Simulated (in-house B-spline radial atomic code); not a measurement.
How numerical settings move a run on the potassium ion K²⁺, [Ne] 3s2 3p5. Computed with a B-spline radial code for spherical atoms: scalar-relativistic (X2C) Hartree-Fock, spin-polarised, averaged over the determinants with the given up and down occupations, Fermi nucleus of rms radius 3.4349 fm.

Command:
```bash
python run_scf.py task.json out
```
Settings of the sound reference run:
```
Z                19
electrons        17
configuration    [Ne] 3s2 3p5
hamiltonian      x2c
method           hf
spin_polarised   True
nucleus          fermi
rms_radius       3.4349
mass_number      39
atomic_mass      38.96371
speed_of_light   137.036
knot_spacing     0.22
spline_order     8
gauss_points     12
box_radius       22.22
max_iterations   70
damping          0.5
damped_steps     3
diis_vectors     10
tolerance        1e-08
start            Thomas-Fermi
```

Time taken, with all properties: 0.19 s on 1 thread of Arm Neoverse V1 (shared host).

It converges in 10 iterations to -600.191578 hartree, with 3p down at -45.4042 eV. The other runs change the listed settings, some to values that make no sense; their results aren't properties of the atom or ion. Radii are in bohr (the nuclear one in fm), a minus after a letter asks for a j subshell, and «unchanged» means within 1e-8 hartree. The run stops when the residual is below 10 × tolerance × max(1, Z/10), or a noise floor if that is larger, and the energy moves by less than 1e-8 × √|E| hartree; so very loose and very tight tolerances often act alike.

| changed settings | outcome |
| --- | --- |
| spline_order = 6 | converged in 10 iterations, energy +3.69e-07 hartree from the reference |
| knot_spacing = 0.1 | converged in 10 iterations, energy +8.51e-07 hartree from the reference, 3p down level +1.3e-06 eV |
| knot_spacing = 1.4, spline_order = 3, box_radius = 2.22, max_iterations = 100 | converged in 9 iterations, energy +9.12e+00 hartree from the reference, 3p down level +1.5e+01 eV (the program warns: 3p down reaches the box edge; 2s up reaches the box edge) |
| spline_order = 4 | converged in 10 iterations, energy +1.75e-04 hartree from the reference, 3p down level -5.7e-05 eV |
| electrons = 18, configuration = [Ne] 3s2 3p5 1f1, max_iterations = 50 | stopped with error: there is no 1f shell |
| spline_order = 7 | converged in 10 iterations, energy +1.15e-07 hartree from the reference |
| spline_order = 10 | converged in 10 iterations, energy -1.42e-07 hartree from the reference, 3p down level +8.8e-07 eV |
| knot_spacing = 0.75 | converged in 10 iterations, energy +1.90e-01 hartree from the reference, 3p down level -4.3e-02 eV |
| spline_order = 6, box_radius = 2.22, max_iterations = 100 | converged in 9 iterations, energy +1.80e+00 hartree from the reference, 3p down level +1.6e+01 eV (the program warns: 3p down reaches the box edge; 2s up reaches the box edge) |
| damping = 0 | converged in 9 iterations, energy unchanged, 3p down level +4.7e-07 eV |
| knot_spacing = 1 | converged in 10 iterations, energy +1.38e+00 hartree from the reference, 3p down level -3.0e-01 eV (the program warns: 2s up reaches the box edge; 2s down reaches the box edge) |
| damping = 0.2 | converged in 9 iterations, energy unchanged, 3p down level -1.5e-06 eV |
| spline_order = 5 | converged in 10 iterations, energy +5.00e-06 hartree from the reference, 3p down level -2.1e-06 eV |
| damping = 0.95 | converged in 11 iterations, energy unchanged, 3p down level -2.0e-06 eV |
| knot_spacing = 0.3 | converged in 10 iterations, energy +1.45e-07 hartree from the reference |
| spline_order = 3 | converged in 10 iterations, energy +1.21e-02 hartree from the reference, 3p down level -1.6e-03 eV |
| knot_spacing = 0.55 | converged in 10 iterations, energy +1.02e-02 hartree from the reference, 3p down level -4.4e-03 eV |
| hamiltonian = dirac, spin_polarised = False, speed_of_light = 20.91169 | converged in 9 iterations to -790.0834 hartree, a different physical problem |

What happens with knot_spacing = 2?

Converged in 10 iterations, energy +4.09e+01 hartree from the reference, 3p down level -2.4e+00 eV (the program warns: 3p down reaches the box edge; 1s up reaches the box edge).

What happens with knot_spacing = 0.15?

Converged in 10 iterations, energy +5.08e-07 hartree from the reference, 3p down level +7.5e-07 eV.

What happens with knot_spacing = 0.4?

Converged in 10 iterations, energy +7.07e-05 hartree from the reference, 3p down level -6.1e-06 eV.

What happens with knot_spacing = 0.55, gauss_points = 8, max_iterations = 8, damping = 0.2?

Not converged after 8 iterations, last residual 2.7e-06, last energy +1.02e-02 hartree from the reference.
